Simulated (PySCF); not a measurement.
Computed IR spectrum (relative IR intensity) of a molecule C2H6BNO. Geometry optimised at PBE-D3(BJ)/def2-SVP. The values are those of a single conformer. Computed with PBE-D3(BJ)/def2-SVP (PySCF 2.14.0). Harmonic, unscaled wavenumbers; measured fundamentals usually lie a few per cent lower.

ν (cm⁻¹): 351 (s), 532 (vw), 960 (w), 967 (m), 1070 (w), 1161 (m), 1317 (w), 1362 (w), 1412 (m), 1564 (vs), 2959 (m), 3017 (w), 3019 (vw), 3081 (vw), 3532 (w), 3645 (w) (against the strongest line: vs over 80 %, s over 45 %, m over 15 %, w over 4 %, vw less)

Question: Pick the molecule that these values belong to.
A) BO.CC#N
B) NB1COC1
C) NB1CCO1
D) C=CB(N)O

Answer: C, NB1CCO1
